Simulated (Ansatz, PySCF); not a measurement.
CS2, triplet, geometry from GFN2-xTB (a higher spin typed on purpose: for a closed-shell molecule this is an excited state), with bond 3-2 at 2.4 times its length. Base run: CASSCF(2,4)/STO-3G (PySCF).

Here is a job for PySCF.
```python
from pyscf import gto, scf, mcscf
import numpy

mol = gto.Mole()
mol.atom = '''
    S    -1.45823210    0.06470296    0.15607009
    C    -0.02121593   -0.08924888   -0.59109538
    S     3.54855367    0.04998532    0.98495116
'''
mol.basis = 'sto-3g'
mol.spin = 2
mol.verbose = 4
mol.build()

mf = scf.ROHF(mol)
mf.kernel()
mc = mcscf.CASSCF(mf, 4, 2)
mc.fix_spin_(ss=2.0)
mc.kernel()
occ = numpy.linalg.eigvalsh(mc.fcisolver.make_rdm1(mc.ci, mc.ncas, mc.nelecas))[::-1]
ss = mc.fcisolver.spin_square(mc.ci, mc.ncas, mc.nelecas)[0]
print('natural occupations', occ.round(4), ' <S^2>', round(ss, 4))
```

Programs used: Ansatz (a first-principles code), PySCF; a row that names a program was run with it.

Variants of this job, named by their change:

```json
[
 {"change": "base", "ΔE vs base (kcal/mol)": "0.000", "natural occupations": "1.00 1.00 0.00 0.00", "<S^2> of the state": "2.00"},
 {"change": "fix_spin_ = off", "ΔE vs base (kcal/mol)": "0.000", "natural occupations": "1.00 1.00 0.00 0.00", "<S^2> of the state": "2.00"},
 {"change": "active space = 4 electrons, 4 orbitals", "ΔE vs base (kcal/mol)": "0.000", "natural occupations": "2.00 1.00 1.00 0.00", "<S^2> of the state": "2.00"},
 {"change": "conv_tol = 1e-5", "ΔE vs base (kcal/mol)": "0.000", "natural occupations": "1.00 1.00 0.00 0.00", "<S^2> of the state": "2.00"},
 {"change": "orbitals = fixed (CASCI)", "ΔE vs base (kcal/mol)": "0.000", "natural occupations": "1.00 1.00 0.00 0.00", "<S^2> of the state": "2.00"},
 {"change": "state_average = 2 states", "ΔE vs base (kcal/mol)": "23.79", "natural occupations": "-", "<S^2> of the state": "-"},
 {"change": "orbitals = fixed (CASCI); correction = SC-NEVPT2", "ΔE vs base (kcal/mol)": "-71.4", "natural occupations": "1.00 1.00 0.00 0.00", "<S^2> of the state": "2.00"},
 {"change": "solver = newton", "ΔE vs base (kcal/mol)": "0.000", "natural occupations": "1.00 1.00 0.00 0.00", "<S^2> of the state": "2.00"},
 {"change": "code = ansatz", "ΔE vs base (kcal/mol)": "0.002", "natural occupations": "-", "<S^2> of the state": "-"},
 {"change": "code = ansatz; correction = SC-NEVPT2, all electrons", "ΔE vs base (kcal/mol)": "-71.4", "natural occupations": "-", "<S^2> of the state": "-"},
 {"change": "active space = 2 electrons, 3 orbitals", "ΔE vs base (kcal/mol)": "0.000", "natural occupations": "1.00 1.00 0.00", "<S^2> of the state": "2.00"}
]
```

Active orbitals are taken around the Fermi level unless the row says otherwise; CASSCF can end in different local minima, and two programs can end on different orbitals. State-averaged rows give the lowest state.

Open shells are given as the SCF converged; they aren't shown to be the lowest states, and a large step between rows can be another state.

Ansatz warned in this series: the state or the total is in doubt.
